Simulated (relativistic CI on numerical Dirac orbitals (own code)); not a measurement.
## Electric-dipole transitions in Os⁴⁶⁺

These numbers are calculated, not measured: Dirac-Coulomb-Breit CI, separate exchange-only KLI orbitals for each configuration, model QED (radiative potential, 1s self-energy scaled to tabulated hydrogen-like ionisation energies), unscaled Slater integrals (own radial code, finite nucleus).

CI space (outside the closed core [Ar]): 3d10 4s2, 3d10 4s 4p, 3d10 4p2, 3d10 4s 4d, 3d10 4s 4f, 3d10 4d2, 3d10 4p 4d, 3d10 4f2, 3d10 4p 4f, 3d10 4d 4f, 3d10 4s 5s, 3d10 4s 5p, 3d10 4s 5d, 3d10 4s 5f, 3d10 4s 5g, 3d10 4s 6s, 3d10 4s 6p, 3d10 4s 6d, 3d10 4s 6f, 3d10 4s 7s, 3d9 4s2 4p, 3d9 4s2 4d, 3d9 4s2 4f, 3d9 4s2 5s, 3d9 4s2 5p, 3d9 4s2 5d. Double excitations out of closed p, d and f shells are left out; levels of such configurations are missing from the list, as are those of other unlisted configurations, and high levels can miss mixing partners. These lack a partner that the ground configuration has and come out too high: 3d9 4s2 4p, 3d9 4s2 4d, 3d9 4s2 4f, 3d9 4s2 5s, 3d9 4s2 5p.

| λ vac (nm) | Lower | Upper | A (s⁻¹) | gf | Branching (%) |
| --- | --- | --- | --- | --- | --- |
| 0.53433 | 3d10 4s2 1S_0 [1] | 3d9 4s2 4f 1P°_1 [168] | 4.68e+14 | 6.01e+00 | 99.3 |
| 0.55251 | 3d10 4s2 1S_0 [1] | 3d9 4s2 4f 3D°_1 [160] | 1.56e+14 | 2.14e+00 | 99.2 |
| 1.2224 | 3d10 4s 4p 3P°_2 [4] | 3d10 4s 5d 3D_3 [93] | 6.78e+12 | 1.06e+00 | 87.2 |
| 1.3412 | 3d10 4s 4d 3D_1 [9] | 3d10 4s 5f 3F°_2 [95] | 1.10e+13 | 1.48e+00 | 82.8 |
| 1.3463 | 3d10 4s 4d 3D_2 [10] | 3d10 4s 5f 3F°_3 [96] | 1.14e+13 | 2.18e+00 | 86.5 |
| 1.3719 | 3d10 4s 4d 3D_3 [11] | 3d10 4s 5f 3F°_4 [97] | 1.33e+13 | 3.37e+00 | 99.0 |
| 1.3816 | 3d10 4s 4d 1D_2 [12] | 3d10 4s 5f 1F°_3 [98] | 1.11e+13 | 2.22e+00 | 83.6 |
| 1.6024 | 3d10 4s 4f 3F°_3 [19] | 3d10 4s 5g 3G_4 [100] | 1.57e+13 | 5.43e+00 | 62.4 |
| 1.6083 | 3d10 4s 4f 3F°_2 [20] | 3d10 4s 5g 3G_3 [99] | 2.23e+13 | 6.07e+00 | 89.0 |
| 1.6151 | 3d10 4s 4f 3F°_4 [21] | 3d10 4s 5g 3G_5 [101] | 2.38e+13 | 1.02e+01 | 95.1 |
| 1.6161 | 3d10 4s 4f 3F°_3 [22] | 3d10 4s 5g 1G_4 [102] | 1.50e+13 | 5.29e+00 | 59.7 |
| 1.6244 | 3d10 4s 4f 3F°_3 [22] | 3d10 4s 5g 3G_4 [100] | 7.02e+12 | 2.50e+00 | 27.9 |
| 4.3928 | 3d10 4p2 1D_2 [8] | 3d10 4p 4d 3D°_3 [26] | 6.29e+11 | 1.27e+00 | 39.0 |
| 4.4628 | 3d10 4p2 3P_0 [5] | 3d10 4p 4d 3D°_1 [16] | 1.40e+12 | 1.25e+00 | 92.6 |
| 4.4648 | 3d10 4s 4p 3P°_1 [3] | 3d10 4s 4d 3D_2 [10] | 1.21e+12 | 1.81e+00 | 98.2 |
| 4.5768 | 3d10 4p 4d 3F°_3 [17] | 3d10 4d2 1G_4 [38] | 7.17e+11 | 2.03e+00 | 73.5 |
| 5.3407 | 3d10 4s 4p 3P°_2 [4] | 3d10 4p2 3P_2 [13] | 4.57e+11 | 9.77e-01 | 34.3 |
| 5.5326 | 3d10 4s 4d 3D_2 [10] | 3d10 4p 4d 3D°_3 [26] | 8.58e+11 | 2.76e+00 | 53.1 |
| 5.5337 | 3d10 4s2 1S_0 [1] | 3d10 4s 4p 1P°_1 [6] | 8.13e+11 | 1.12e+00 | 100.0 |
| 5.7999 | 3d10 4s 4p 1P°_1 [6] | 3d10 4p2 3P_2 [13] | 8.61e+11 | 2.17e+00 | 64.6 |
| 5.8427 | 3d10 4s 4d 3D_3 [11] | 3d10 4p 4d 3F°_4 [27] | 6.93e+11 | 3.19e+00 | 100.0 |
| 5.8769 | 3d10 4s 4d 1D_2 [12] | 3d10 4p 4d 3P°_2 [28] | 5.96e+11 | 1.54e+00 | 66.7 |
| 6.3466 | 3d10 4p 4d 3D°_3 [26] | 3d10 4d2 3F_4 [47] | 8.50e+11 | 4.62e+00 | 74.4 |
| 6.4591 | 3d10 4p2 3P_2 [13] | 3d10 4p 4d 1F°_3 [29] | 9.28e+11 | 4.06e+00 | 66.1 |
| 6.5113 | 3d10 4s 4p 3P°_2 [4] | 3d10 4s 4d 3D_3 [11] | 4.12e+11 | 1.83e+00 | 100.0 |
| 6.6860 | 3d10 4p2 3P_1 [7] | 3d10 4p 4d 3P°_2 [18] | 3.34e+11 | 1.12e+00 | 74.5 |
| 6.7093 | 3d10 4p 4d 3F°_4 [27] | 3d10 4p 4f 3G_5 [45] | 4.44e+11 | 3.29e+00 | 59.7 |
| 6.7412 | 3d10 4p 4d 1F°_3 [29] | 3d10 4p 4f 1G_4 [50] | 9.65e+11 | 5.92e+00 | 79.8 |
| 6.8227 | 3d10 4d2 3F_4 [47] | 3d10 4d 4f 3G°_5 [65] | 6.56e+11 | 5.04e+00 | 73.2 |
| 7.0585 | 3d10 4p 4f 1G_4 [50] | 3d10 4d 4f 1H°_5 [70] | 7.65e+11 | 6.28e+00 | 84.1 |

Terms are leading LS components. Brackets give the number of a level in order of energy, since labels repeat. The list gives strong lines, with weight on those to low levels, without lines whose two gauges differ by over a factor of 2.5, among the lowest 168 of 202 levels, so that lines to higher ones, which can be the strongest, are missing. Levels whose partners in the same complex of configurations lie outside the list can be far off, and so can their lines. Rates are taken at the computed energies, electric ones in the length gauge.

At this charge energies of transitions that change n are usually good to better than 1 %, and those within a shell (Δn = 0) to a few per cent.

LS names give the leading component of a level, which can be under half, so a name can repeat, a term be missing and a line seem to break the LS rules.
